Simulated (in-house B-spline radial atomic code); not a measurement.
Settings and results of a run for Tm IV (Tm3+). Level of theory: Dirac-Hartree-Fock, average of configuration, Fermi nucleus of rms radius 5.2256 fm, inside a hard spherical wall at 2.93 bohr; calculated with an all-electron radial atomic-structure program (B-spline basis).

Command:
```bash
python run_scf.py task.json out
```
Settings (nuclear radius in fm, mass in u):
```
Z                69
configuration    [Xe] 4f12
hamiltonian      dirac
method           hf
spin_polarised   False
nucleus          fermi
rms_radius       5.2256
atomic_mass      168.93422
speed_of_light   137.035999084
wall_radius      2.93
```

Output (hartree, bohr):
```
 radial grid: 59 intervals, B-splines of order 8, outer radius 2.93 bohr

 iter        energy (Eh)    residual
    1      -13571.385519    6.17e-01
    2      -13571.407313    2.20e-01
    3      -13572.606453    2.73e-02
    4      -13572.615600    4.55e-03
    5      -13572.615600    3.47e-03
    6      -13572.615850    6.81e-04
    7      -13572.615862    3.81e-05
    8      -13572.615862    3.25e-06
    9      -13572.615862    3.85e-07

 total energy                    -13572.61586
 kinetic                           15026.0457
 electron-nucleus                 -33583.1145
 electron-electron                  4984.4529

 first-order corrections (not in the total)
   Gaunt                            15.0534
   retardation                      -1.5900
   frequency dependence             -0.2329
   self-energy                      10.7380
   Uehling                          -1.8687
   Wichmann-Kroll                    0.0666

 orbital      occ     eigenvalue          <r>       <r^2>       <1/r>       <r^4>     <1/r^2>       r_max    small
 1s1/2      2.000     -2196.8123    0.0200091 0.000548426     79.0655 8.08645e-07     14604.3     0.01261  6.69e-02
 2s1/2      2.000      -376.1994    0.0842366  0.00844627     19.0696 0.000124278     1915.31     0.07201  1.50e-02
 2p1/2      2.000      -357.7727    0.0701621  0.00610439     18.9985 7.64047e-05     604.092      0.0541  1.50e-02
 2p3/2      4.000      -321.6682    0.0775084  0.00731477     16.4109 0.000105194     367.403     0.06038  1.37e-02
 3s1/2      2.000       -87.4620     0.219888   0.0554108     7.00029  0.00464993     423.413      0.2031  4.87e-03
 3p1/2      2.000       -79.3726     0.210021   0.0513609     6.90248  0.00418637     135.194      0.1911  4.80e-03
 3p3/2      4.000       -71.6153     0.223663   0.0580537     6.24429  0.00530857     83.5848       0.204  4.45e-03
 3d3/2      4.000       -58.0049     0.197265   0.0457507     6.11255    0.003732     46.7768      0.1612  4.31e-03
 3d5/2      6.000       -56.3285     0.201506   0.0476075     5.95229  0.00401332     43.8339      0.1648  4.21e-03
 4s1/2      2.000       -19.1385     0.497994    0.279974     2.90301    0.113983     100.837      0.4648  1.54e-03
 4p1/2      2.000       -15.8332     0.507238    0.292871      2.7909    0.128416      31.519      0.4673  1.45e-03
 4p3/2      4.000       -14.0646     0.537152    0.328266     2.57573    0.161437     19.7385      0.4941  1.33e-03
 4d3/2      4.000        -8.6008     0.565794     0.37176     2.34724    0.226444     10.0119      0.4972  1.15e-03
 4d5/2      6.000        -8.2719     0.576953    0.386422     2.29135    0.244738     9.35502      0.5063  1.11e-03
 5s1/2      2.000        -3.4173      1.21775     1.65303     1.08073     3.85804     16.0051       1.098  3.04e-04
 5p1/2      2.000        -2.3765      1.31807     1.93251    0.983295     5.20441     4.62637       1.187  2.58e-04
 5p3/2      4.000        -2.1264      1.38447     2.12128    0.921884     6.14151     2.96743       1.262  2.34e-04
 4f5/2      5.143        -1.6515      0.71872    0.651294     1.78333     0.95906     4.12082      0.4947  7.17e-04
 4f7/2      6.857        -1.6009      0.72942    0.671038     1.75848     1.01532     4.00716      0.5004  7.01e-04
```

Time taken, with all properties: 0.83 s on 1 thread of Arm Neoverse V1 (shared host).

For the Dirac Hamiltonian the kinetic term is c α·p + (β - 1)c².
